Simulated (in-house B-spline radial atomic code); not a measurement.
**Ionising Sm V (Sm4+) with different functionals**

Computed with a radial B-spline atomic code at the basis-set limit: scalar-relativistic (spin-free X2C) Hamiltonian, Fermi nucleus of rms radius 5.0819 fm, spin-polarised at highest spin, spherical fractional occupations for the functionals, the average over the highest-spin determinants for Hartree-Fock. The ionisation energy is the difference of two self-consistent energies, [Xe] 4f4 → [Xe] 4f3, without Breit or QED terms; ε is the level of the shell that loses the electron (its least bound occupied spin orbital). There is no spin-orbit coupling in this Hamiltonian.

Hybrids are left out here: with spherical fractional occupations of an open shell their exact exchange keeps a self-interaction that integer-occupation calculations don't have.

```json
{"method": "Hartree-Fock", "rung": "Hartree-Fock", "ΔSCF (eV)": "61.27", "-ε(4f) (eV)": "65.23"}
{"method": "LDA VWN5", "rung": "LDA", "ΔSCF (eV)": "64.16", "-ε(4f) (eV)": "53.57"}
{"method": "LDA PW92", "rung": "LDA", "ΔSCF (eV)": "64.15", "-ε(4f) (eV)": "53.56"}
{"method": "LDA exchange-only", "rung": "LDA", "ΔSCF (eV)": "62.35", "-ε(4f) (eV)": "51.82"}
{"method": "PBE", "rung": "GGA", "ΔSCF (eV)": "63.84", "-ε(4f) (eV)": "53.26"}
{"method": "PBEsol", "rung": "GGA", "ΔSCF (eV)": "63.89", "-ε(4f) (eV)": "53.31"}
{"method": "BLYP", "rung": "GGA", "ΔSCF (eV)": "63.60", "-ε(4f) (eV)": "53.03"}
{"method": "RPBE", "rung": "GGA", "ΔSCF (eV)": "63.78", "-ε(4f) (eV)": "53.21"}
{"method": "PW91", "rung": "GGA", "ΔSCF (eV)": "63.94", "-ε(4f) (eV)": "53.35"}
{"method": "BP86", "rung": "GGA", "ΔSCF (eV)": "63.92", "-ε(4f) (eV)": "53.33"}
{"method": "AM05", "rung": "GGA", "ΔSCF (eV)": "63.95", "-ε(4f) (eV)": "53.37"}
{"method": "OLYP", "rung": "GGA", "ΔSCF (eV)": "64.54", "-ε(4f) (eV)": "53.91"}
{"method": "TPSS", "rung": "meta-GGA", "ΔSCF (eV)": "63.62", "-ε(4f) (eV)": "53.06"}
{"method": "SCAN", "rung": "meta-GGA", "ΔSCF (eV)": "63.84", "-ε(4f) (eV)": "53.32"}
{"method": "r2SCAN", "rung": "meta-GGA", "ΔSCF (eV)": "63.89", "-ε(4f) (eV)": "53.34"}
{"method": "revTPSS", "rung": "meta-GGA", "ΔSCF (eV)": "63.65", "-ε(4f) (eV)": "53.09"}
```

How do they compare with the NIST value?

NIST lists 62.7 eV ± 0.4 (semi-empirical, ground level to ground level). Errors run from -1.43 to +1.84 eV; BLYP is closest (+0.90 eV), though others lie within the uncertainty of it, and part of that can be cancellation, since the calculations leave out spin-orbit coupling, Breit-QED terms, multiplet and fine-structure energies. Hartree-Fock also lacks correlation.
